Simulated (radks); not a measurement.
Results of a calculation; reference values are marked as such.
These are the eigenvalues of the occupied orbitals of an atom or ion with whole-number occupations (eV). Level of theory: non-relativistic Kohn-Sham, SCAN, spin-unpolarised, spherical densities, point nucleus; meta-GGA in the generalised Kohn-Sham scheme (a radial shooting solver on a logarithmic mesh with Libxc functionals).

| orbital | eigenvalue |
|---|---|
| 1s | -8185.867 |
| 2s | -1005.200 |
| 2p | -880.2491 |
| 3s | -139.0579 |
| 3p | -99.8305 |
| 3d | -34.5076 |
| 4s | -16.6861 |
| 5s | -2.6164 |

Which element is it, and in what charge state? The configuration may be excited.

Answer. Z = 28, nickel, charge 0: Ni in [Ne] 3s2 3p4 3d8 4s2 5s2. The list shows which subshells hold electrons but not how many an open one holds; the 1s level, -300.83 hartree, gives Z - s = 24.5 by -(Z - s)^2/2, which with screening narrows Z to a few neighbours, and the depths of the outer levels then fix element, charge and occupations together.
